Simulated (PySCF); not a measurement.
Molecule: tetramethylborate (SMILES C[B-](C)(C)C).

Geometry:
```
atom   x (Å)   y (Å)   z (Å)
  C1  -0.257  -1.080  -1.223
  B2  -0.001   0.001  -0.001
  C3   0.088   1.527  -0.626
  C4  -1.249  -0.079   1.077
  C5   1.414  -0.362   0.767
  H6  -1.207  -0.888  -1.764
  H7  -0.311  -2.126  -0.857
  H8   0.549  -1.055  -1.985
  H9   0.253   2.295   0.158
 H10  -0.838   1.819  -1.162
 H11   0.919   1.637  -1.353
 H12  -2.227   0.158   0.609
 H13  -1.354  -1.088   1.528
 H14  -1.125   0.631   1.920
 H15   1.401  -1.375   1.221
 H16   2.286  -0.338   0.081
 H17   1.643   0.347   1.589
```

Total charge -1.

Spin–spin couplings on one PBE0-D3(BJ)/def2-SVP geometry, PySCF 2.14.0 with density-fitted response routines, gas phase, non-relativistic, equivalent pairs averaged (spin–dipole term only in couplings to heteroatoms); isotopes $^{13}$C, $^{11}$B; basis pcJ-1.

Reference values (Hz): $^{1}J$(C1,B2) = 39.6 (measured; solution, THF-d8; Z. Naturforsch. B 2015 (znb-2015-0040), 1J(13C,11B) in organoboranes and borates).

Q: How do the couplings (Hz) change with the functional? Times are CPU seconds on 1 thread of an Arm Neoverse V1, shared host.

A: 
| functional | functions | $^{1}J$(C1,B2) | abs. error | core-s |
| --- | --- | --- | --- | --- |
| HF | 255 | 61.6 | 22.0 | 34 |
| LDA | 255 | 28.6 | 11.0 | 27 |
| PBE | 255 | 38.9 | 0.7 | 33 |
| KT2 | 255 | 29.4 | 10.2 | 33 |
| B3LYP | 255 | 43.6 | 4.0 | 57 |
| PBE0 | 255 | 42.0 | 2.4 | 42 |
| B97-2 | 255 | 45.6 | 6.0 | 41 |
| BHandHLYP | 255 | 49.6 | 10.0 | 48 |
| CAM-B3LYP | 255 | 42.8 | 3.2 | 60 |

Errors compare magnitudes, without vibrational corrections. Closest: PBE; furthest: HF.
